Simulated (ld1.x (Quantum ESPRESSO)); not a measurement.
# Sc: excitation energies, all-electron against PAW

```
Element                 : Sc
Generator               : ld1.x (Quantum ESPRESSO) 7.5
Type                    : PAW
Functional              : PBEsol
Relativity              : scalar-relativistic
Frozen core             : [Ne] 3s2
Valence charge          : 9
Reference configuration : 3p6 3d1 4s2 4p0
Partial waves           : 4s (bound): rcut 3.10, rcutus 3.40 bohr; 4s channel at 2.55 Ry: rcut 3.10, rcutus 3.40 bohr; 3p (bound): rcut 1.80, rcutus 2.10 bohr; 4p (bound, empty): rcut 1.80, rcutus 2.10 bohr; 3d (bound): rcut 2.50, rcutus 3.15 bohr; 3d channel at 0.7 Ry: rcut 2.50, rcutus 3.15 bohr
Local potential         : all-electron potential smoothed inside 1.90 bohr (lloc = -2)
Core correction         : a·sin(br)/r model core, default radius (core density twice the valence density)
Augmentation charge     : PSQ, inside the norm-conserving radii
```

Energies are relative to the spin-unpolarised reference configuration 3p6 3d1 4s2 4p0; without spin polarisation the order of configurations can differ from experiment. Not all tests gave a result: 1 of 7 tests not solved or not reliable. Left out of the table: 3p6 3d2 4s1 4p0 (solver errors, printed error -618 eV).

```tsv
valence configuration	charge	ΔE all-electron (eV)	error AE − PS (meV)
3p6 3d1 4s1 4p0	+1	6.903	+0.2
3p6 3d1 4s0 4p0	+2	19.554	-3.5
3p6 3d0 4s0 4p0	+3	44.372	-103
3p6 3d0 4s2 4p1	0	3.489	+8.7
3p6 3d1 4s0 4p2	0	5.684	-1.5
```

(1) What are ΔE and the potential's error for 3p6 3d2 4s0 4p0?

## Answers

(1) ΔE = 7.537 eV all-electron; the error (AE − PS) is -33 meV.
